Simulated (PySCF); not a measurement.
Compound: C₆H₉NO.
Atom-mapped SMILES: `[CH2:1]=[C:2]([CH3:3])[C:4](=[CH2:5])[C:6]([NH2:7])=[O:8]` (hydrogens: H9, H10 on C1; H11, H12, H13 on C3; H14, H15 on C5; H16, H17 on N7)

Computed geometry: GFN2-xTB, gas phase.

Question: What internal coordinates does the optimisation give?

Answer: 
```csv
bond,length (Å)
C1=C2,1.331
C2–C3,1.501
C2–C4,1.472
C4=C5,1.332
C4–C6,1.502
C6–N7,1.355
C6=O8,1.212
C1–H9,1.077
C1–H10,1.077
"C3–H11, C3–H12, C3–H13",1.088
C5–H14,1.076
C5–H15,1.077
N7–H16,1.006
N7–H17,1.004
```

Bonds in one row agree within 0.01 Å and their mean is given. A selection of angles:
```csv
angle,degrees
C1–C2–C3,121.6
C1–C2–C4,121.5
C3–C2–C4,116.9
C2–C4–C5,123.4
C2–C4–C6,119.6
C5–C4–C6,117.0
C4–C6–N7,114.8
C4–C6–O8,123.0
N7–C6–O8,122.1
H16–N7–C6,118.6
H17–N7–C6,121.9
```

Torsions: C1–C2–C4–C5 -145° (anticlinal); C2–C4–C6–N7 35° (synclinal). The mirror-image conformer, all signs reversed, is as good.

Of the pairs four or more bonds apart, C2···H17 is among the closest relative to their van der Waals radii: 2.55 Å, 88 % of the sum of Bondi's values. The 5 C–C bonds span 1.331 Å (C1=C2, drawn double) to 1.502 Å (C4–C6, drawn single), a spread of 0.171 Å. N7 (amide nitrogen) is planar (angles 121.9°, 119.3° and 118.6°, sum 359.9°, 0.02 Å off the plane of its three neighbours).

Point group: C1 (no symmetry element, even within 0.4 Å). Stationary, but not proved a minimum. The numbers are those of one conformer (C1–C2–C4–C5 -145°, C2–C4–C6–N7 35°, C4–C6–N7–H 179° and -5°).
